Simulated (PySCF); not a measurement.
C₅H₇BO, SMILES C(#CC)B(O)C=C.

Geometry optimised at PBE0-D3(BJ)/def2-SVP. This is a generated structure with no PubChem entry under its InChIKey; it may be hypothetical. Other conformers were not sampled.

The numbers are results of TDA-PBE/def2-SVPD (PySCF), not measurements.

Vertical excitations. The molecule is in vacuum.

| state | energy (eV) | λ (nm) | f | main pairs |
|---|---|---|---|---|
| S1 | 4.14 | 299 | 0.000 | HOMO→LUMO 100 % |
| S2 | 4.89 | 254 | 0.208 | HOMO−1→LUMO 55 %, HOMO−2→LUMO 33 % |
| S3 | 5.40 | 230 | 0.197 | HOMO−2→LUMO 49 %, HOMO−1→LUMO 30 %, HOMO−1→LUMO+2 15 % |
| S4 | 5.46 | 227 | 0.001 | HOMO−3→LUMO 99 % |
| S5 | 6.04 | 205 | 0.000 | HOMO−1→LUMO+1 99 % |
| S6 | 6.11 | 203 | 0.067 | HOMO→LUMO+1 77 %, HOMO→LUMO+3 13 % |
| S7 | 6.29 | 197 | 0.001 | HOMO−4→LUMO 61 %, HOMO−2→LUMO+1 30 % |
| S8 | 6.30 | 197 | 0.001 | HOMO−4→LUMO 36 %, HOMO→LUMO+2 32 %, HOMO−2→LUMO+1 32 % |
| S9 | 6.34 | 195 | 0.003 | HOMO→LUMO+2 56 %, HOMO−2→LUMO+1 38 % |
| S10 | 6.56 | 189 | 0.033 | HOMO→LUMO+3 55 %, HOMO−1→LUMO+3 16 %, HOMO−2→LUMO+2 12 %, HOMO−1→LUMO+2 10 % |
| T1 | 3.64 | 340 | 0 | HOMO−1→LUMO 81 %, HOMO−2→LUMO 14 % |
| T2 | 3.95 | 314 | 0 | HOMO→LUMO 99 % |
| T3 | 4.03 | 307 | 0 | HOMO−2→LUMO 80 %, HOMO−1→LUMO 15 % |
| T4 | 5.03 | 247 | 0 | HOMO−3→LUMO 99 % |
Triplets are in the Tamm–Dancoff approximation.
